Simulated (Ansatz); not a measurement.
Question: Name a neutral molecule of Al, B, C, N and H with LUMO energy (ωB97M-V/def2-TZVPP) between 1.10 and 1.40 eV and HOMO energy (B3LYP/def2-TZVPP) between -7.70 and -7.40 eV (Ansatz, PBE0-D4/def2-TZVP geometry).

Answer: `B[NH][Al]([CH3])[CH3]` (1.16 eV, -7.63 eV); `CB[NH][AlH2]` (1.19 eV, -7.51 eV). Other molecules can fit too; these were computed, each in one conformer that needn't be the lowest.

B3LYP here is the variant with VWN-RPA as its local correlation; programs differ in this.
